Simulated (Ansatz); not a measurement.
Basis-set series for FH3Sn (`[F][SnH3]`). Charge 0, multiplicity 1. Sn takes the def2 core potential. The geometry is a stationary point of PBE0-D4/def2-TZVP.

| functional | basis | functions | energy (Eh) | HOMO (eV) | LUMO (eV) |
| --- | --- | --- | --- | --- | --- |
| PBE0-D4 | def2-SVP | 55 | -315.75925 | -9.20 | -0.48 |
| PBE0-D4 | def2-QZVPP | 229 | -315.91138 | -9.40 | -0.90 |
| ωB97M-V | def2-SVP | 55 | -315.76242 | -11.41 | 1.28 |
| ωB97M-V | def2-QZVPP | 229 | -315.91951 | -11.65 | 0.46 |

Task: Give the rows for def2-TZVPP. (Estimate.)

Result: Computed: 
```csv
functional,basis,functions,energy (Eh),HOMO (eV),LUMO (eV)
PBE0-D4,def2-TZVPP,123,-315.90269,-9.37,-0.83
ωB97M-V,def2-TZVPP,123,-315.91098,-11.62,0.68
```

Positive LUMOs are unbound and depend on the basis.
